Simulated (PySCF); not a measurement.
**Electron correlation in Ne⁺ (neon, charge +1)**

[He] 2s2 2p5, 2P determinant. Calculation: PySCF 2.14, in aug-cc-pVQZ (6s5p4d3f2g, 80 functions); no relativity, point nucleus. Frozen: 1s2; 7 electrons correlated.

| level | correlation energy (mhartree) |
| --- | --- |
| CCSD | -231.74 |
| (T) | -3.22 |
| CCSD(T) | -234.96 |

Diagnostics: T1 = 0.0038, D1 = 0.0061, largest double amplitude 0.023.

Cost of the coupled-cluster step: roughly 11 core-seconds, for 7 correlated electrons.
